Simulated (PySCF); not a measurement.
Electronic structure of Ru³⁺ (ruthenium, charge +3) at the r2SCAN level

Configuration: [Kr] 4d5, high-spin 6S determinant. Calculation: PySCF 2.14, in x2c-TZVPall; the spin-free X2C one-electron Hamiltonian (Gaussian nucleus).

```json
{
  "Total energy": "-4528.39 hartree",
  "One-electron energy": "-6190.58 hartree",
  "Hartree (Coulomb) energy": "1796.08 hartree",
  "Exchange-correlation energy": "-133.89 hartree",
  "⟨S²⟩": "8.7506",
  "⟨L²⟩": "0.000",
  "Sum of ⟨r⟩": "23.98 bohr",
  "Sum of ⟨r²⟩": "26.05 bohr²",
  "Langevin diamagnetic susceptibility": "-20.6 ×10⁻⁶ cm³/mol",
  "Time after the integrals": "2.5 s of wall time on 1 thread of Neoverse-V2 (shared host)"
}
```

```
shell  electrons  mean orbital energy (hartree)  rms radius, mean of both spins (bohr)
 1s β          1                     -807.90618                                 0.0384
 1s α          1                     -807.90532                                 0.0384
 2s α          1                     -117.79493                                  0.158
 2s β          1                     -117.75298                                  0.158
 2p α          3                     -105.57702                                  0.140
 2p β          3                     -105.54639                                  0.140
 3s α          1                      -22.01618                                  0.430
 3s β          1                      -22.00245                                  0.430
 3p α          3                      -17.96401                                  0.434
 3p β          3                      -17.94564                                  0.434
 3d α          5                      -11.44737                                  0.420
 3d β          5                      -11.41269                                  0.420
 4s α          1                       -4.22488                                   1.08
 4s β          1                       -4.04605                                   1.08
 4p α          3                       -3.08955                                   1.19
 4p β          3                       -2.89560                                   1.19
 4d α          5                       -1.44704                                   1.54
```

Densities and radii are taken from the X2C orbitals without a picture-change correction, which distorts them close to the nucleus.
